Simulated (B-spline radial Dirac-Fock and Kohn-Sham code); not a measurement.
# Two-hole binding energies of Pm⁷⁺

System: Pm⁷⁺, [Kr] 4d10 4f3 5s2 5p3.

Method: multi-electron Dirac-Fock with separately optimised hole states, Breit and Lamb-shift corrections added in first order. Computed with a radial atomic solver. U is the two-hole binding energy less the two single-hole energies, the effective repulsion of the holes after relaxation. Each two-hole energy is an average over J within one jj subconfiguration.

| holes | E(a) (eV) | E(b) (eV) | E(ab) (eV) | U (eV) |
| --- | --- | --- | --- | --- |
| 1s⁻² | 45298.8 | 45298.8 | 91654.1 | 1056.6 |
| 1s⁻¹ 2p1/2⁻¹ | 45298.8 | 7129.8 | 52739.7 | 311.1 |
| 1s⁻¹ 2p3/2⁻¹ | 45298.8 | 6576.4 | 52149.6 | 274.4 |
| 1s⁻¹ 3d3/2⁻¹ | 45298.8 | 1170.2 | 46554.8 | 85.9 |
| 2s⁻¹ 2p1/2⁻¹ | 7549.8 | 7129.8 | 14848.1 | 168.5 |
| 2p1/2⁻² | 7129.8 | 7129.8 | 14482.9 | 223.3 |
| 2s⁻¹ 3d3/2⁻¹ | 7549.8 | 1170.2 | 8804.6 | 84.7 |
| 2s⁻¹ 3d5/2⁻¹ | 7549.8 | 1146.3 | 8779.2 | 83.0 |
| 2p1/2⁻¹ 3d5/2⁻¹ | 7129.8 | 1146.3 | 8361.3 | 85.2 |
| 2p3/2⁻¹ 3p1/2⁻¹ | 6576.4 | 1591.2 | 8250.3 | 82.6 |
| 2p3/2⁻¹ 3d5/2⁻¹ | 6576.4 | 1146.3 | 7805.1 | 82.4 |
| 3p1/2⁻² | 1591.2 | 1591.2 | ? | ? |
| 3p3/2⁻² | 1478.0 | 1478.0 | 3014.6 | 58.5 |
| 3d5/2⁻² | 1146.3 | 1146.3 | 2358.8 | 66.1 |

Problem. Give the missing two-hole energy and U.

Solution. E(ab) = 3247.7 eV and U = 65.3 eV.

Run: 34 s of CPU time on 1 thread of Intel(R) Xeon(R) 6975P-C (shared host), peak memory 0.51 GiB.
